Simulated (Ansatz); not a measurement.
Reaction (hydrogenolysis of the Si–C bond): `C[Si@H]1B[C@@H]1Br` + H₂ → `BrC1B[SiH2]1` + CH₄

Program: Ansatz. Geometries: PBE0-D4/def2-TZVP. ΔE: electronic, gas phase. CCSD(T)/CBS is the MP2 limit (def2-TZVPP, def2-QZVPP) plus CCSD(T) − MP2 in def2-TZVPP, frozen cores. This one scheme is used for every species. Functionals use def2-TZVPP. B3LYP here is the variant with VWN-RPA as its local correlation; programs differ in this. For Br outer-core shells are correlated without core-valence functions, which leaves a few kJ/mol of doubt a bond. Scalar relativity is left out up to krypton.

```json
{"level": "r2SCAN-D4", "ΔE (kcal/mol)": "-5.3", "difference from CCSD(T)/CBS": "0.4"}
{"level": "B3LYP-D4", "ΔE (kcal/mol)": "-6.6", "difference from CCSD(T)/CBS": "-0.9"}
{"level": "ωB97X-V", "ΔE (kcal/mol)": "-6.2", "difference from CCSD(T)/CBS": "-0.5"}
{"level": "B2PLYP", "ΔE (kcal/mol)": "-7.4", "difference from CCSD(T)/CBS": "-1.7"}
{"level": "PBE", "ΔE (kcal/mol)": "-6.5", "difference from CCSD(T)/CBS": "-0.8"}
{"level": "PBE0", "ΔE (kcal/mol)": "-6.9", "difference from CCSD(T)/CBS": "-1.2"}
{"level": "B3LYP", "ΔE (kcal/mol)": "-8.6", "difference from CCSD(T)/CBS": "-2.9"}
{"level": "MP2/def2-TZVPP", "ΔE (kcal/mol)": "-4.9", "difference from CCSD(T)/CBS": "0.8"}
{"level": "CCSD/def2-TZVPP", "ΔE (kcal/mol)": "-7.3", "difference from CCSD(T)/CBS": "-1.6"}
{"level": "CCSD(T)/def2-TZVPP", "ΔE (kcal/mol)": "-6.3", "difference from CCSD(T)/CBS": "-0.6"}
{"level": "HF/def2-QZVPP", "ΔE (kcal/mol)": "-11.3", "difference from CCSD(T)/CBS": "-5.6"}
{"level": "MP2/def2-QZVPP", "ΔE (kcal/mol)": "-4.5", "difference from CCSD(T)/CBS": "1.2"}
{"level": "SCS-MP2/def2-QZVPP", "ΔE (kcal/mol)": "-6.0", "difference from CCSD(T)/CBS": "-0.3"}
{"level": "HF/CBS(def2)", "ΔE (kcal/mol)": "-11.2", "difference from CCSD(T)/CBS": "-5.5"}
{"level": "MP2/CBS(def2)", "ΔE (kcal/mol)": "-4.3", "difference from CCSD(T)/CBS": "1.4"}
{"level": "CCSD/CBS(def2)", "ΔE (kcal/mol)": "-6.7", "difference from CCSD(T)/CBS": "-1.0"}
{"level": "CCSD(T)/CBS", "ΔE (kcal/mol)": "-5.7", "difference from CCSD(T)/CBS": "0"}
```

Largest T1 diagnostic among the species: 0.012.

The D4 term adds +2.0 kcal/mol with B3LYP and +1.1 kcal/mol with PBE0; it sums over pairs of atoms, weighted by their polarisabilities, and B3LYP, whose exchange is more repulsive, gets the larger term. In def2-TZVPP, CCSD(T) changes the Hartree–Fock value by +5.0 kcal/mol (the triples alone add +1.0 kcal/mol) and MP2 by +6.4 kcal/mol.
